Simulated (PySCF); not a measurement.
A PySCF script (with the pyscf-properties extension) for the NMR shieldings of SMILES CC([C@H]([AlH][O]C)C)(C)C, C7H17AlO, on a GFN2-xTB geometry:

```python
import basis_set_exchange as bse
import numpy as np
from pyscf import gto, dft
from pyscf.prop import nmr

atoms = """
C     4.302163    0.369831   -0.404102
O     2.923903    0.582273   -0.496446
Al    1.301469    0.845029   -0.631226
C     0.019553   -0.093358    0.639412
C     0.455512   -1.556428    0.830147
C    -1.451230    0.091999    0.217024
C    -2.414274   -0.638074    1.160735
C    -1.658653   -0.406662   -1.212027
C    -1.752850    1.591565    0.257360
H     4.617337   -0.370113   -1.144166
H     4.837021    1.304132   -0.590136
H     4.561185    0.006041    0.593242
H     0.940039    1.825585   -1.757485
H     0.114744    0.371710    1.636990
H     1.524909   -1.589526    1.044907
H     0.282178   -2.145861   -0.068322
H    -0.064901   -2.030710    1.662078
H    -2.311719   -1.715797    1.065474
H    -3.443525   -0.375535    0.923093
H    -2.222744   -0.361437    2.195567
H    -2.660063   -0.168114   -1.564523
H    -0.931274    0.071672   -1.872854
H    -1.525175   -1.483645   -1.275140
H    -1.663122    1.975531    1.271923
H    -1.041037    2.124164   -0.376851
H    -2.760492    1.798345   -0.098747
"""
names = dict.fromkeys(["C", "O", "Al", "H"], "pcSseg-1")
basis = {el: gto.basis.parse(bse.get_basis(n, elements=[el], fmt="nwchem")) for el, n in names.items()}
mol = gto.M(atom=atoms, basis=basis, charge=0, verbose=0)
mf = dft.RKS(mol, xc="PBE0")
mf.grids.level = 2
mf.grids.alignment = dft.numint.BLKSIZE   # the property module wants whole blocks of grid points
mf.conv_tol = 1e-9
mf.kernel()

calc = nmr.RKS(mf)   # GIAO
C = mf.mo_coeff
Co = C[:, mf.mo_occ > 0]
resp = mf.gen_response(singlet=True, hermi=2)
def vind(x):   # induced exchange potential for any number of trial vectors
    d = np.einsum("pi,xij,qj->xpq", C, 2 * x.reshape(-1, C.shape[1], Co.shape[1]), Co, optimize=True)
    return np.einsum("xpq,pi,qj->xij", resp(d - d.transpose(0, 2, 1)), C, Co, optimize=True).ravel()
mo1, _ = nmr.rhf.solve_mo1(calc, with_cphf=vind)
sigma = calc.kernel(mo1)
for i, s in enumerate(sigma):   # ppm
    w = np.linalg.eigvalsh((s + s.T) / 2)
    print("%2d %-2s iso %8.1f  s11 %8.1f  s22 %8.1f  s33 %8.1f" % (i, mol.atom_pure_symbol(i), w.mean(), *w))
```

Task: What are the results?

Result: 
```
 0 C  iso    129.8  s11    101.3  s22    104.0  s33    184.0
 1 O  iso    280.2  s11    221.4  s22    249.0  s33    370.3
 2 Al iso    397.9  s11    324.6  s22    374.7  s33    494.4
 3 C  iso    145.7  s11    130.8  s22    135.2  s33    170.9
 4 C  iso    173.9  s11    164.3  s22    171.7  s33    185.8
 5 C  iso    153.0  s11    145.1  s22    155.0  s33    158.7
 6 C  iso    156.9  s11    134.0  s22    150.4  s33    186.2
 7 C  iso    155.7  s11    133.0  s22    149.8  s33    184.2
 8 C  iso    150.3  s11    127.1  s22    141.0  s33    183.0
 9 H  iso     27.3  s11     22.9  s22     25.1  s33     34.0
10 H  iso     27.3  s11     22.9  s22     24.9  s33     34.1
11 H  iso     27.3  s11     22.7  s22     25.4  s33     33.8
12 H  iso     27.0  s11     22.1  s22     26.4  s33     32.4
13 H  iso     31.1  s11     27.4  s22     31.3  s33     34.5
14 H  iso     30.3  s11     24.7  s22     29.4  s33     36.9
15 H  iso     30.8  s11     26.7  s22     29.7  s33     36.0
16 H  iso     30.4  s11     25.1  s22     29.2  s33     36.9
17 H  iso     30.5  s11     26.2  s22     29.4  s33     35.9
18 H  iso     30.8  s11     27.0  s22     28.4  s33     37.0
19 H  iso     31.1  s11     27.5  s22     28.3  s33     37.6
20 H  iso     30.7  s11     27.0  s22     28.2  s33     36.9
21 H  iso     30.8  s11     26.6  s22     29.3  s33     36.5
22 H  iso     30.3  s11     26.4  s22     29.2  s33     35.4
23 H  iso     30.8  s11     27.7  s22     28.3  s33     36.5
24 H  iso     30.1  s11     25.8  s22     29.1  s33     35.4
25 H  iso     30.7  s11     26.9  s22     27.9  s33     37.2
```

These numbers come from an equivalent density-fitted implementation of the same equations, which agrees with the script to about 0.01 ppm for H and up to a few tenths of a ppm for heavy atoms, so last digits may differ.

Size and cost of the density-fitted run: 245 basis functions, 57 s wall time on 1 thread of an Intel Xeon 6975P-C, shared host; peak memory 1.1 GiB.
